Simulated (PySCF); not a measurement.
**I: ionisation energy**

I [Kr] 4d10 5s2 5p5 (2P) → I⁺ [Kr] 4d10 5s2 5p4 (3P), as a difference of total energies. Computed with PySCF 2.14 in dyall-av2z, with no relativity, point nucleus. Correlated levels: valence: [Kr] 4d10 frozen; virtual orbitals above 40 to 60 times the deepest correlated orbital energy dropped. The calculations carry no spin-orbit coupling.

```csv
method,ionisation energy (eV),difference from reference (eV)
UHF,9.650,-0.869
LDA,10.880,+0.361
PBE,10.594,+0.075
PBE0,10.628,+0.109
r2SCAN,10.653,+0.134
revPBE,10.514,-0.005
PW91,10.653,+0.134
wB97X,10.720,+0.201
MP2 (valence),10.194,-0.325
SCS-MP2 (valence),10.177,-0.342
```

Reference: 10.519 eV (measured; NIST levels, between the centres of gravity of the two terms).

These non-relativistic numbers lack the scalar-relativistic shift.
